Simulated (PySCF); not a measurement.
# SrIn⁺: energy against distance

Set-up: PySCF, scalar-relativistic core potentials, basis sets Sr def2-SVPD with ECP28, In def2-SVPD with ECP28. Energies in eV from Sr⁺ + In in their ground configurations at the same level. State: ¹Σ⁺ (singlet), closed shell.

```
R (Å)  LC-ωPBE
3.278   -0.824
3.431   -0.962
3.583   -1.032
3.698   -1.050
3.812   -1.048
3.926   -1.028
4.079   -0.984
4.269   -0.908
4.498   -0.801
4.803   -0.650
```

Q: Put a parabola through the three lowest points of the LC-ωPBE curve and estimate Re, k and ωe (reduced mass 49.8 u; 1 eV/Å² = 0.16022 mdyn/Å; ωe = 1302.8·√(k/μ) cm⁻¹).

A: Through R = 3.583, 3.698, 3.812 Å the second-order coefficient is 0.760 eV/Å², so Re ≈ 3.743 Å, k ≈ 0.244 mdyn/Å and ωe ≈ 91 cm⁻¹. A polynomial fit of higher order to the unrounded LC-ωPBE energies gives Re = 3.737 Å, k = 0.239 mdyn/Å, ωe = 90.3 cm⁻¹; anharmonicity and rounding make the difference.

The higher-order fit for each curve: LC-ωPBE: Re = 3.737 Å, ωe = 90.3 cm⁻¹, De = 1.05 eV.

Closed-shell solutions of metal pairs were not tested for spin polarisation, which can lower them a little. Spin–orbit coupling is left out, which matters for elements this heavy, above all for dissociation energies. For an ion De counts to the pair picked by the measured ionisation energies or electron affinities, which need not be the lowest pair at this level.
